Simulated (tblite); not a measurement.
Compound: C₇H₆F₃O (charge +1).
Cartesian coordinates in Å at the GFN2-xTB level; atoms count from 1:
```
atom  x, y, z in Å
F1     3.8283   -1.1123    0.2734
C2     2.7696   -0.3935    0.5329
F3     2.5077   -0.4454    1.8345
F4     3.0118    0.8768    0.2274
O5     1.7305   -0.8952   -0.2058
C6     0.4984   -0.3865   -0.1681
C7     0.1057    0.7152    0.6240
C8    -1.1861    1.1457    0.5824
C9    -2.1927    0.5080   -0.2591
C10   -1.7256   -0.6242   -1.0561
C11   -0.4354   -1.0446   -1.0056
H12    0.8154    1.2197    1.2635
H13   -1.4884    1.9884    1.1890
H14   -3.0597    0.2079    0.3545
H15   -2.6687    1.2604   -0.9117
H16   -2.4374   -1.1280   -1.6950
H17   -0.0801   -1.8804   -1.5901
```

All values are computed: GFN2-xTB (tblite) harmonic vibrations without scaling, gas phase. Errors from tens to a few hundred cm⁻¹ against measured bands are possible. One conformer, not necessarily the lowest.

Harmonic wavenumbers (cm⁻¹): 59.1, 71.5, 130.3, 159.3, 304.9, 306.7, 316.3, 331.0, 397.6, 467.5, 532.7, 554.0, 565.2, 570.7, 645.1, 758.1, 791.7, 804.9, 858.1, 893.2, 926.4, 936.6, 947.9, 982.9, 996.0, 1035.9, 1066.2, 1087.5, 1134.6, 1177.6, 1182.9, 1232.6, 1250.5, 1276.6, 1335.5, 1406.8, 1451.7, 1503.7, 1592.3, 2820.9, 2885.0, 3079.1, 3082.4, 3100.0, 3102.4.

A = 2787, B = 669.0, C = 596.8 MHz; mass 163.037 u (most abundant isotopes); point group Cs, symmetry number 1.

Q: What is the zero-point energy?

A: Half the sum of the wavenumbers: 25056 cm⁻¹ = 71.64 kcal/mol.

Q: Entropy at 200 K, 1 bar (ideal gas, RRHO, classical rotation)?

A: Translation 39.22, rotation 28.86, vibration 15.96: S = 84.0 cal/(mol K).

Q: And Cp and H(200 K) − H(0)?

A: Cp = 27.29 cal/(mol K), of which vibrations give 19.35 (their classical limit is 45 R = 89.4); H(200 K) − H(0) = 3.39 kcal/mol without the zero-point energy, 1.80 from vibrations.

Q: How do the functions run with temperature in this model?

A: 
| T (K) | S (cal/(mol K)) | Cp (cal/(mol K)) | H − H(0) (kcal/mol) | G − H(0) (kcal/mol) | ln q(vib) |
| --- | --- | --- | --- | --- | --- |
| 150 | 77.0 | 21.9 | 2.17 | -9.39 | 2.38 |
| 250 | 90.7 | 32.9 | 4.90 | -17.78 | 4.65 |
| 298.15 | 97.0 | 38.4 | 6.62 | -22.30 | 5.79 |
| 400 | 109.8 | 48.8 | 11.07 | -32.84 | 8.28 |
| 600 | 132.6 | 63.5 | 22.42 | -57.13 | 13.26 |
| 900 | 160.9 | 75.8 | 43.51 | -101.31 | 20.38 |

q(vib) and H(0) count from the zero-point level.

Q: Blend soft modes into free rotors: weight 1/[1 + (100 cm⁻¹/ν̃)⁴] for the oscillator and the rest for a rotor with moment μB/(μ + B), μ = h/(8π²ν), B = 10⁻⁴⁴ kg m². What vibrational entropy results?

A: 14.94 cal/(mol K) in place of 15.96, which changes −T·S at 200 K by +0.20 kcal/mol.

Q: What must be added to the electronic energy to get the Gibbs energy at 200 K and 1 bar?

A: ZPE + [H(200 K) − H(0)] − T·S = 71.64 + 3.39 − 16.81 = 58.22 kcal/mol.

Hindered rotation and anharmonicity are outside this model. Other conformers, if any are populated, would add a mixing term that is left out.
